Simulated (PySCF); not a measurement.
Si: excitation energy

Si [Ne] 3s2 3p2 (3P) → Si [Ne] 3s2 3p1 4s1 (3P), as a difference of total energies. Computed with PySCF 2.14 in dyall-acv3z (19s12p6d4f, 113 functions), with the spin-free X2C one-electron Hamiltonian (Gaussian nucleus). Correlated levels: valence and next inner shell: 1s2 frozen; virtual orbitals above 40 to 60 times the deepest correlated orbital energy dropped. The calculations carry no spin-orbit coupling.

| method | excitation energy (eV) |
| --- | --- |
| UHF | 4.711 |
| MP2 (valence and next inner shell) | 4.914 |
| SCS-MP2 (valence and next inner shell) | 4.877 |
| CCSD (valence and next inner shell) | 4.924 |
| CCSD(T) (valence and next inner shell) | 4.934 |

Question: How much does correlation contribute at CCSD(T) (valence and next inner shell)?

Answer: 4.934 − (4.711) = 0.223 eV, measured against UHF.

The promoted electron is Rydberg-like, and one or two diffuse shells describe it only roughly, which tends to raise the upper state.
